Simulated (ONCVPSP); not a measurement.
## chromium, ONCV: configuration errors across variants

ONCVPSP 4.0.1 input, shortened (lines: element, Z, core and valence counts, functional; n l f; lmax; l rc ep ncon nbas qcut; lloc lpopt rc5 dvloc0; l nproj debl; icmod fcfact rcfact), PBEsol, scalar-relativistic:

```
  Cr 24.00    3    4  -116133      upf
    1    0    2.00
    2    0    2.00
    2    1    6.00
    3    0    2.00
    3    1    6.00
    3    2    5.00
    4    0    0.75
    2
    0    1.80    0.00    4    7    6.50
    1    1.00    0.00    4    7    7.30
    2    1.15    0.00    5   10   11.80
    4    5    0.90    4.00
    0    2    3.50
    1    2    2.90
    2    1    1.00
    3    5.75    1.35
```

All-electron excitation energies from the reference (eV): (1) 3s2 3p6 3d5 4s1 -1.177; (2) 3s2 3p6 3d5 4s0 5.697; (3) 3s2 3p6 3d4 4s0 21.712.

3 further variants failed, have other tests or another functional or relativity, and are left out.

Errors AE − PS in meV (a dash: test not solved or not reliable):

| change | (1) | (2) | (3) | bound ghosts | GHOST(+) flags above zero |
| --- | --- | --- | --- | --- | --- |
| base | -0.1 | 0.0 | -1.5 | none | none |
| p: rc 1.4 | -0.1 | -0.1 | -1.5 | none | none |
| p: qcut 7.5 | -0.1 | 0.0 | -1.5 | none | none |
| core correction Teter function, fcfact 1.1, rcfact 1.35 | -0.1 | 0.0 | -1.5 | none | none |
| s: qcut 5.2; p: qcut 5.8; d: qcut 9.4 | -0.1 | 0.0 | -2.2 | none | none |
| core correction Teter function, fcfact 5.75, rcfact 1.86 | -0.1 | -0.1 | -1.4 | none | none |
| core correction none | -0.1 | +0.2 | -1.5 | none | none |
| d: ncon 3, nbas 8 | -0.1 | 0.0 | -4.2 | none | none |
| p: debl 1.9 | -0.1 | 0.0 | -1.5 | none | none |

Task: Give the same row for: all radii but the core radius scaled by about 1.34 (s 2.42, p 1.34, d 1.54 bohr); local potential polynomial inside 1.22 bohr (lpopt 5, dvloc0 4 Ha).

Result: -0.1, +0.4, -7.6; bound ghosts: none; GHOST(+) flags above zero: none.
